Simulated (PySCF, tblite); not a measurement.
C7H9ClO2.
Numbering: `[CH2:1]=[CH:2][C@@:3]1([C:4](=[O:5])[Cl:6])[CH2:7][C@@H:8]1[O:9][CH3:10]` (hydrogens: H11, H12 on C1; H13 on C2; H14, H15 on C7; H16 on C8; H17, H18, H19 on C10)

Structure used (GFN2-xTB), in Å, numbered top down from 1:
```xyz
19
C7H9ClO2 angstrom
C     -1.964    1.658    0.690
C     -1.462    0.473    0.996
C     -0.666   -0.394    0.095
C     -0.302   -1.676    0.710
O     -0.391   -1.959    1.865
Cl     0.347   -2.885   -0.410
C     -0.816   -0.267   -1.413
C      0.398    0.311   -0.807
O      1.612   -0.269   -1.053
C      2.572   -0.038   -0.043
H     -1.846    2.118   -0.276
H     -2.528    2.221    1.413
H     -1.608    0.060    1.984
H     -0.689   -1.168   -1.992
H     -1.592    0.394   -1.764
H      0.438    1.387   -0.632
H      2.726    1.036    0.115
H      2.265   -0.496    0.903
H      3.496   -0.495   -0.387
```

The calculation used PBE0/pcSseg-1 in PySCF (dipole) on a GFN2-xTB geometry, gas phase.

Take the most abundant isotopes and a rigid rotor. The values belong to one conformer with, in the numbering `[CH2:1]=[CH:2][C@@:3]1([C:4](=[O:5])[Cl:6])[CH2:7][C@@H:8]1[O:9][CH3:10]`, C1–C2–C3–C4 -177°, C2–C3–C4–O5 -13°, C7–C8–O9–C10 -154°.

(1) What are A, B and C (cm⁻¹)?

(2) What kind of rotor is it?

(3) What does the inertial defect say?

(4) Give the other two planar moments, Paa and Pbb, and the rms extents of the mass along the axes.

(5) Which types of transition are allowed, and where do some lines up to J = 3 fall?

(6) Estimate the classical rotational partition function at 50 K, 298.15 K and 500 K.

## Answers

(1) Ia = 359.45, Ib = 487.74, Ic = 634.18 u·Å²; 505379 MHz·u·Å²/I gives 1406, 1036 and 796.9 MHz, that is A = 0.04690, B = 0.03456, C = 0.02658 cm⁻¹.

(2) An asymmetric top. Ray's parameter κ = (2B − A − C)/(A − C) = -0.214; −1 is the prolate and +1 the oblate limit.

(3) Not planar: Δ = Ic − Ia − Ib = -213.02 u·Å². For a rigid frame Δ = −2 Σ m c², so Σ m c² = 106.51 u·Å² lies off the ab plane: 19.53 from hydrogen and 86.98 from heavier atoms. The atom farthest from that plane is 2.12 Å away.

(4) Paa = Σ m a² = (Ib + Ic − Ia)/2 = 381.23 and Pbb = Σ m b² = (Ia + Ic − Ib)/2 = 252.94 u·Å². With the mass M = 160.03 u, the rms extents √(P/M) along a, b and c are 1.54, 1.26, 0.82 Å.

(5) The dipole components are |μa| = 2.19 D, |μb| = 2.50 D, |μc| = 0.38 D. The squared components, which scale the intensities, stand as 0.77 : 1.00 : 0.02 (a : b : c). Some lines, for components of 0.1 D or more:

```
type  branch         J(Ka,Kc)   MHz  lower level (cm⁻¹)
   a       Q  3(2,1) ← 3(2,2)   369               0.432
   c       Q  1(1,1) ← 1(0,1)   370               0.061
   c       Q  2(2,1) ← 2(1,1)  1109               0.212
   b       Q  2(2,0) ← 2(1,1)  1194               0.212
   a       R  1(0,1) ← 0(0,0)  1833               0.000
   c       Q  3(3,1) ← 3(2,1)  2124               0.444
   b       Q  3(3,0) ← 3(2,1)  2144               0.444
   b       Q  3(3,1) ← 3(2,2)  2493               0.432
   b       R  2(0,2) ← 1(1,1)  3212               0.073
   a       R  2(0,2) ← 1(0,1)  3582               0.061
   b       R  2(1,2) ← 1(0,1)  3797               0.061
   c       R  2(1,1) ← 1(0,1)  4514               0.061
   b       R  3(0,3) ← 2(1,2)  5000               0.188
   b       R  2(2,1) ← 1(1,0)  5015               0.081
   a       R  3(0,3) ← 2(0,2)  5214               0.181
   c       R  2(2,1) ← 1(1,1)  5254               0.073
   a       R  3(1,2) ← 2(1,1)  5792               0.212
   c       R  3(2,1) ← 2(1,1)  6978               0.212
   b       R  3(2,1) ← 2(1,2)  7695               0.188
   b       R  3(3,1) ← 2(2,0)  7908               0.252
   b       R  3(3,0) ← 2(2,1)  8012               0.249
```

(6) Point group C1, symmetry number σ = 1; q = (√π/σ)·√((kT/h)³/(ABC)), k/h = 20836.6 MHz/K: 55300 at 50 K, 805000 at 298.15 K, 1750000 at 500 K.

Its GFN2-xTB frequencies are all real (lowest 59 cm⁻¹). No vibrational averaging or centrifugal distortion is included, and the geometry carries the error of its method. A rigid rotor knows nothing of internal rotation, which can split or shift real lines. Quadrupole hyperfine structure (35Cl) is left out.

Hardware: one thread, Arm Neoverse V1 (shared host). Cost: 51 s of wall time. This is the PBE0/pcSseg-1 job that gave the dipole, with the shieldings it also computed.
